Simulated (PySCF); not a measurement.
Ge(Cl)3(SiH3) (Cl3GeH3Si), SMILES [SiH3][Ge]([Cl])([Cl])[Cl]. Heavy atoms are numbered as in [SiH3:1][Ge:2]([Cl:3])([Cl:4])[Cl:5]. Hydrogens are named by the atom that carries them.

Geometry optimised at B3LYP-D3(BJ)/def2-SVP.

All values below come from PySCF with PBE0/pcSseg-1.

GIAO shieldings, no solvent; atoms alike by connectivity are averaged. δ = σ(ref) − σ: ²⁹Si against TMS (σ = 352.7 ppm); ⁷³Ge against GeH4 (σ = 1658.3 ppm); ³⁵Cl against HCl (σ = 945.9 ppm); ¹H against TMS (σ = 31.56 ppm), references at their B3LYP-D3(BJ)/def2-TZVP geometries, non-relativistic (without spin–orbit terms, shifts of atoms bonded to Cl or Br come out too high).

Computed chemical shifts:
| nucleus | atoms | count | δ (ppm) |
|---|---|---|---|
| ²⁹Si | Si1 (SiH3) | 1 | -74.4 |
| ⁷³Ge | Ge2 | 1 | 508.5 |
| ³⁵Cl | Cl3 | 3 | 203.0 |
| ¹H | H on Si1 | 3 | 4.33 |
